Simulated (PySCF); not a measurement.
A calculated (r2SCAN0, PySCF 2.14, def2-TZVPPD, the non-relativistic Hamiltonian (point nucleus)) atom or ion has these occupied shells.

| shell | electrons | orbital energy (eV) | rms radius, mean of both spins (bohr) |
| --- | --- | --- | --- |
| 1s α | 1 | -4903.4 | 0.0813 |
| 1s β | 1 | -4903.4 | 0.0813 |
| 2s α | 1 | -564.59 | 0.354 |
| 2s β | 1 | -564.13 | 0.354 |
| 2p α | 3 | -472.45 | 0.322 |
| 2p β | 3 | -472.06 | 0.322 |
| 3s α | 1 | -81.704 | 1.07 |
| 3s β | 1 | -80.472 | 1.07 |
| 3p α | 3 | -56.126 | 1.16 |
| 3p β | 3 | -54.731 | 1.16 |
| 3d α | 1 | -19.632 | 1.49 |
| 4s α | 1 | -12.809 | 3.28 |
| 4s β | 1 | -12.565 | 3.28 |

Question: Name the element and its charge.

Answer: Ti⁺ (titanium, charge +1), in [Ar] 3d1 4s2, 2D determinant (an excited configuration).
